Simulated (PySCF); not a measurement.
Bonding in SiEt2H2

Compound: SiEt2H2, C4H12Si.
Z-matrix (Å and degrees, PBE0-D3(BJ)/def2-SVP geometry), rows numbered from 1:
```
Si
C   1  1.8877
C   2  1.5261  1  114.36
H   2  1.1045  1  107.80  3  -123.30
H   2  1.1044  1  107.64  3   123.13
H   3  1.1015  2  111.90  1   179.59
H   3  1.1015  2  111.50  1   -60.13
H   3  1.1016  2  111.53  1    59.43
C   1  1.8877  2  111.56  3   177.25
C   9  1.5258  1  114.51  2   179.39
H   9  1.1045  1  107.67  2    56.05
H   9  1.1046  1  107.62  2   -57.39
H  10  1.1014  9  111.90  1   179.76
H  10  1.1018  9  111.56  1   -60.09
H  10  1.1017  9  111.54  1    59.61
H   1  1.5012  2  109.51  3    55.77
H   1  1.5009  2  109.50  3   -61.37
```

Bond orders from the PBE0/pcSseg-1 density (PySCF). One conformer (not necessarily the lowest) at the PBE0-D3(BJ)/def2-SVP geometry, without solvent, vibrations or thermal averaging.

Question: Give the Mayer order of every bond, beside its length.

Answer: 
```csv
bond,length (Å),Mayer order
Si1–C2,1.888,0.919
Si1–C9,1.888,0.919
Si1–H16,1.501,0.943
Si1–H17,1.501,0.943
C2–C3,1.526,1.053
C2–H4,1.105,0.944
C2–H5,1.104,0.943
C3–H6,1.102,0.967
C3–H7,1.101,0.966
C3–H8,1.102,0.966
C9–C10,1.526,1.053
C9–H11,1.104,0.944
C9–H12,1.105,0.944
C10–H13,1.101,0.967
C10–H14,1.102,0.966
C10–H15,1.102,0.966
```

Question: Sum the orders of all bonds at each heavy atom with more than one neighbour.

Answer: Si1 3.724, C2 3.859, C3 3.952, C9 3.860, C10 3.952. Orders between atoms that aren't bonded are not in these sums.

The Mayer order sums products of elements of PS (density times overlap matrix) between the two atoms' basis functions, so it depends on the basis set.

These values come from a run that also computed NMR shieldings. The run took 24 s wall (with the writing of density and orbital grids) on Arm Neoverse V1, one thread, on a shared host, and the process peaked at 0.82 GiB of memory.
